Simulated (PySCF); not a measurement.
# Frontier orbitals and the lowest excitations

AsBH₄.
Numbering: `[BH2:1][AsH2:2]` (hydrogens: H3, H4 on B1; H5, H6 on As2)

Geometry (PBE0-D3(BJ)/def2-SVP, Å), atoms numbered from 1 in this order:
```xyz
6
AsBH4 angstrom
B     -0.9290   -0.0323    0.0153
As     0.9669    0.0175    0.5900
H     -1.5608    0.9936   -0.0472
H     -1.4818   -1.0972   -0.1103
H      1.5470   -1.0794   -0.2783
H      1.4640    1.2018   -0.2126
```

Computed with TDDFT CAM-B3LYP/def2-SVPD, vertical, gas phase, core orbitals frozen in the response in PySCF. Relativistic effects, spin–orbit coupling among them, are left out although an element past zinc is present.

Kohn–Sham orbitals with the atoms that hold most of them (Löwdin shares over 4%, at most four atoms; ? is withheld):

```json
{"orbital": "LUMO+2", "ε (eV)": "1.65", "atoms": "As2 53%, H5 14%, B1 14%, H6 14%"}
{"orbital": "LUMO+1", "ε (eV)": "1.02", "atoms": "B1 50%, As2 26%, H6 8%, H5 8%"}
{"orbital": "LUMO", "ε (eV)": "-0.84", "atoms": "?"}
{"orbital": "HOMO", "ε (eV)": "?", "atoms": "As2 63%, B1 20%, H5 6%, H6 6%"}
{"orbital": "HOMO-1", "ε (eV)": "-10.76", "atoms": "?"}
{"orbital": "HOMO-2", "ε (eV)": "-11.01", "atoms": "B1 31%, As2 19%, H3 15%, H4 14%"}
{"orbital": "HOMO-3", "ε (eV)": "-12.50", "atoms": "As2 31%, B1 24%, H6 14%, H5 14%"}
```

Question: Give the leading atoms of the LUMO.

Answer: B1 (bonded to As and 2 H) 54%; As2 (bonded to B and 2 H) 21%; H3 (bonded to B) 9%; H4 (bonded to B) 9%. By element: boron 54%, arsenic 21%, hydrogen 19% or more.

Question: Which atoms hold the HOMO-1, and with what shares?

Answer: As2 (bonded to B and 2 H) 40%; B1 (bonded to As and 2 H) 30%; H6 (bonded to As) 10%; H5 (bonded to As) 9%. By element: arsenic 40%, boron 30%, hydrogen 19% or more.

Question: What is the HOMO energy, and the HOMO–LUMO gap?

Answer: ε(HOMO) = -8.66 eV; the gap is 7.81 eV (0.2871 hartree).

Question: How does S1 compare with the orbital gap of 7.81 eV?

Answer: S1 is at 4.46 eV (f = 0.057), 3.35 eV below the gap, made of HOMO→LUMO (87%), HOMO-1→LUMO (10%). 

Question: One configuration dominates each of S1, S2, S3 and S4. Which, and how do the shares of the two leading atoms of either orbital change from the occupied to the empty one?

Answer: 
- S1 (4.46 eV, f 0.057), HOMO→LUMO (87%): As2 63% → 21%, B1 20% → 54%
- S2 (5.94 eV, f 0.0007), HOMO-2→LUMO (89%): B1 31% → 54%, As2 19% → 21%
- S3 (6.05 eV, f 0.057), HOMO-1→LUMO (86%): As2 40% → 21%, B1 30% → 54%
- S4 (6.57 eV, f 0.098), HOMO→LUMO+1 (88%): As2 63% → 26%, B1 20% → 50%

One conformer stands for the species.
